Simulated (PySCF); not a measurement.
**Dipole moment and polarisability of `B[AsH]C`**

CH6AsB.
Structure used (PBE0-D3(BJ)/def2-SVP), in Å, numbered top down from 1:
```
atom  x, y, z in Å
B1     1.5277    0.2926   -0.2262
As2    0.0148    0.1485    1.0215
C3    -1.4755   -0.5978   -0.0163
H4     2.3516    1.1591   -0.0602
H5     1.7275   -0.5917   -1.0251
H6    -0.4135    1.5947    1.1649
H7    -1.7654    0.0536   -0.8503
H8    -2.3382   -0.7560    0.6444
H9    -1.1532   -1.5703   -0.4138
```

Level: PBE0/def2-SVPD (PySCF), static field, nuclei fixed, core orbitals frozen in the response. The polarisability tensor in these axes (au):

```
x   73.56  6.04 -7.06
y    6.04 56.06  2.60
z   -7.06  2.60 60.73
```

Question: What are the eigenvalues, a third of the trace, and Δα (Δα² = ½Σ(αi − αj)² over the three pairs)?

Answer: Principal values 51.48, 61.21 and 77.66 au; mean 63.45 au = 9.40 Å³ = 10.46 × 10⁻⁴⁰ C²·m²/J; Δα = 22.92 au (36 % of the mean).

Question: What is the dipole moment, and where does it point?

Answer: (-1.17, -0.06, -0.53) D, 1.28 D in size, pointing from the negative to the positive side. Measured along this direction, the outermost atoms are H4 at the negative end and H7 and H8 at the positive end.

Question: Form Σ f/ω² (atomic units) for the 10 lowest TDDFT singlets, given as eV and f, and set it beside the mean polarisability, which is this sum over all singlets: 4.14, 0.0821; 5.66, 0.0531; 5.85, 0.0084; 6.02, 0.0361; 6.60, 0.0790; 7.10, 0.0082; 7.20, 0.1364; 7.27, 0.0116; 8.15, 0.0171; 8.19, 0.0633.

Answer: They add up to 10.16 au, 16.0 % of the 63.45 au; the largest single term is 3.55 au, from the state at 4.14 eV. Terms in order: 3.55, 1.23, 0.18, 0.74, 1.34, 0.12, 1.95, 0.16, 0.19, 0.70 au. Higher excitations give the rest. The strengths listed sum to 0.495.

Question: Give the principal axes and the span of the nuclei along them.

Answer: Largest value along (0.91, 0.21, -0.35), where the nuclei span 4.94 Å; middle along (0.16, 0.59, 0.79), 3.24 Å; least along (-0.37, 0.78, -0.50), 1.72 Å. The response follows the extents in order.

Question: Give the eigenvalues of the traceless quadrupole moment Θ = ½Σq(3rr − r²1), origin at the centre of nuclear charge.

Answer: -2.00, 0.48, 1.52 D·Å. The values depend on the origin, since the dipole doesn't vanish. The electronic extent ⟨r²⟩ about the same centre is 331 bohr², a root-mean-square distance of 1.36 Å for the 50 electrons.

One conformer (not necessarily the lowest) at the PBE0-D3(BJ)/def2-SVP geometry, without solvent, vibrations or thermal averaging. The calculation is non-relativistic, for arsenic too.

The run behind these numbers computed excited states and ΔSCF ions as well. On Arm Neoverse V2, one thread, shared host, this took 20 s of wall time.
